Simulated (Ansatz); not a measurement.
Isolated molecules relaxed with PBE0-D4/def2-TZVP in Ansatz; ΔE leaves out vibrations. CBS: MP2 limit from def2 TZ/QZ plus the TZ coupled-cluster correction, frozen cores. DFT in def2-TZVPP. B3LYP here is the variant with VWN-RPA as its local correlation; programs differ in this. Each species was taken in one conformer, which may not be the lowest.

`C=C[SiH](Cl)N[SiH2]Cl` + `O[SiH](F)S` → `O[SiH](F)S[SiH2]Cl` + `C=C[SiH](N)Cl`  (ligand exchange at the Si–N bond)

Problem. Is it downhill or uphill in electronic energy at CCSD(T)/CBS, and by how much? (Best estimate.)

Solution. Computed: Nearly level: ΔE = +0.1 kJ/mol.

Problem. What do these levels give: r2SCAN-D4, B3LYP-D4, ωB97X-V, ωB97M-V, B2PLYP, PBE, B3LYP, CCSD/def2-TZVPP, CCSD(T)/def2-TZVPP, MP2/def2-QZVPP, SCS-MP2/def2-QZVPP, MP2/CBS(def2)? (An estimate is asked.)

Solution. Ansatz gave: r2SCAN-D4 -4.3, B3LYP-D4 0.7, ωB97X-V 0.0, ωB97M-V -0.1, B2PLYP 1.8, PBE -9.4, B3LYP 0.9, CCSD/def2-TZVPP 6.6, CCSD(T)/def2-TZVPP 4.7, MP2/def2-QZVPP -0.7, SCS-MP2/def2-QZVPP 2.9, MP2/CBS(def2) -2.9 kJ/mol.

Largest T1 diagnostic among the species: 0.012.

In def2-TZVPP, CCSD(T) changes the Hartree–Fock value by −4.9 kJ/mol (the triples alone add −1.9 kJ/mol) and MP2 by −7.9 kJ/mol.
